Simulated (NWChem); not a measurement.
Everything below was run with NWChem. System: AlF2 (+1), charge 1, spin multiplicity 1, at a geometry optimised with B3LYP/def2-SVP. The structure started from a generated list of species. Level: TDA-LDA (SVWN5)/aug-cc-pVDZ.

Output (cleaned and shortened):

```
             Northwest Computational Chemistry Package (NWChem) 7.3.0
             --------------------------------------------------------

                                NWChem Input Module
                                -------------------

 Scaling coordinates for geometry "geometry" by  1.889725989
 (inverse scale =  0.529177249)

 Turning off AUTOSYM since
 SYMMETRY directive was detected!

                             Geometry "geometry" -> ""
                             -------------------------

 Output coordinates in angstroms (scale by  1.889725989 to convert to a.u.)

  No.       Tag          Charge          X              Y              Z
 ---- ---------------- ---------- -------------- -------------- --------------
    1 Al                  13.0000     0.00000000     0.00000000     0.00000000
    2 F                    9.0000     0.00000000     0.00000000    -1.60906300
    3 F                    9.0000     0.00000000     0.00000000     1.60906300

 Effective nuclear repulsion energy (a.u.)      90.2756168344

            Nuclear Dipole moment (a.u.)
            ----------------------------
        X                 Y               Z
 ---------------- ---------------- ----------------
     0.0000000000     0.0000000000     0.0000000000

      Symmetry information
      --------------------

 Group name             D2h
 Group number             26
 Group order               8
 No. of unique centers     2

      Symmetry unique atoms

     1    2


 Summary of "ao basis" -> "" (spherical)
 ------------------------------------------------------------------------------
       Tag                 Description            Shells   Functions and Types
 ---------------- ------------------------------  ------  ---------------------
 *                        aug-cc-pvdz                 on all atoms

                                 NWChem DFT Module
                                 -----------------

 Summary of "ao basis" -> "ao basis" (spherical)
 ------------------------------------------------------------------------------
       Tag                 Description            Shells   Functions and Types
 ---------------- ------------------------------  ------  ---------------------
 Al                       aug-cc-pvdz               11       27   5s4p2d
 F                        aug-cc-pvdz                9       23   4s3p2d

 Summary of "ao basis" -> "ao basis" (spherical)
 ------------------------------------------------------------------------------
[...]
     Transition Moments    X -0.00000   Y  0.00000   Z  0.66537
     Transition Moments   XX  0.00000  XY -0.00000  XZ -0.00000
     Transition Moments   YY  0.00000  YZ  0.00000  ZZ -0.00000
     Dipole Oscillator Strength                    0.0865113102
     Electric Quadrupole                           0.0000000000
     Magnetic Dipole                               0.0000000000
     Total Oscillator Strength                     0.0865113102

          sigma_e =   1.6115 Angstrom
          sigma_h =   1.7697 Angstrom
         |d_h->e| =   0.0000 Angstrom
            d_exc =   2.3768 Angstrom
            d_CD1 =   0.1582 Angstrom
            d_CD2 =  -1.6906 Angstrom
            d_CD3 =   2.3768 Angstrom
     Pearson C.C. =   0.0140

     Occ.   11  b1u ---  Virt.   16  ag      -0.89002
     Occ.   14  b2g ---  Virt.   18  b3u      0.31887
     Occ.   15  b3g ---  Virt.   17  b2u      0.31886
  ----------------------------------------------------------------------------
  Root   6 singlet ag             0.317408841 a.u.                8.6371 eV
  ----------------------------------------------------------------------------
     Transition Moments    X  0.00000   Y -0.00000   Z  0.00000
     Transition Moments   XX -0.06067  XY  0.00000  XZ -0.00000
     Transition Moments   YY -0.06067  YZ  0.00000  ZZ  1.87231
     Dipole Oscillator Strength                    0.0000000000
     Electric Quadrupole                           0.0000002121
     Magnetic Dipole                               0.0000000000
     Total Oscillator Strength                     0.0000002121

          sigma_e =   1.5957 Angstrom
          sigma_h =   1.7178 Angstrom
         |d_h->e| =   0.0000 Angstrom
            d_exc =   2.3693 Angstrom
            d_CD1 =   0.1221 Angstrom
            d_CD2 =  -1.6567 Angstrom
            d_CD3 =   2.3693 Angstrom
     Pearson C.C. =  -0.0213

     Occ.   10  ag  ---  Virt.   16  ag       0.89201
     Occ.   12  b3u ---  Virt.   18  b3u     -0.31668
     Occ.   13  b2u ---  Virt.   17  b2u     -0.31668
  ----------------------------------------------------------------------------
  Root   7 singlet au             0.334796724 a.u.                9.1103 eV
  ----------------------------------------------------------------------------
     Transition Moments    X  0.00000   Y -0.00000   Z -0.00000
     Transition Moments   XX  0.00000  XY -0.00000  XZ  0.00000
     Transition Moments   YY  0.00000  YZ  0.00000  ZZ  0.00000
     Dipole Oscillator Strength                    0.0000000000
     Electric Quadrupole                           0.0000000000
     Magnetic Dipole                               0.0000000000
     Total Oscillator Strength                     0.0000000000

          sigma_e =   1.6510 Angstrom
          sigma_h =   1.7153 Angstrom
         |d_h->e| =   0.0000 Angstrom
            d_exc =   2.3807 Angstrom
            d_CD1 =   0.0643 Angstrom
            d_CD2 =  -1.6831 Angstrom
            d_CD3 =   2.3807 Angstrom
     Pearson C.C. =   0.0000

     Occ.   14  b2g ---  Virt.   17  b2u      0.70711
     Occ.   15  b3g ---  Virt.   18  b3u     -0.70711
  ----------------------------------------------------------------------------
  Root   8 singlet au             0.338823656 a.u.                9.2199 eV
  ----------------------------------------------------------------------------
     Transition Moments    X  0.00000   Y  0.00000   Z  0.00000
     Transition Moments   XX  0.00000  XY -0.00000  XZ  0.00000
     Transition Moments   YY  0.00000  YZ -0.00000  ZZ  0.00000
     Dipole Oscillator Strength                    0.0000000000
     Electric Quadrupole                           0.0000000000
     Magnetic Dipole                               0.0000000000
     Total Oscillator Strength                     0.0000000000

          sigma_e =   1.6559 Angstrom
          sigma_h =   1.7153 Angstrom
         |d_h->e| =   0.0000 Angstrom
            d_exc =   2.3912 Angstrom
            d_CD1 =   0.0593 Angstrom
            d_CD2 =  -1.6856 Angstrom
            d_CD3 =   2.3912 Angstrom
     Pearson C.C. =  -0.0059

     Occ.   14  b2g ---  Virt.   17  b2u     -0.70703
     Occ.   15  b3g ---  Virt.   18  b3u     -0.70703

              Target root =      1
          Target symmetry = none
      Ground state energy =   -439.596555120583
        Excitation energy =      0.224777035680
     Excited state energy =   -439.371778084903

  stored tddft:energy   -439.37177808490276

 Task  times  cpu:       18.4s     wall:       18.4s

 Total times  cpu:       18.4s     wall:       18.4s
```

Problem. Write an NWChem input that would produce this output.

Solution. Several could match; the one computed here: 
```
start mol
memory heap 200 mb stack 900 mb global 1100 mb
charge 1
geometry units angstroms nocenter noautoz
  Al     0.000000     0.000000     0.000000
  F      0.000000     0.000000    -1.609063
  F      0.000000     0.000000     1.609063
  symmetry group D2h
end
basis spherical
  * library aug-cc-pvdz
end
dft
  xc slater vwn_5
  semidirect memsize 60000000 filesize 0
  iterations 100
end
tddft
  cis
  nroots 8
  notriplet
  thresh 1e-4
end
task tddft energy
```
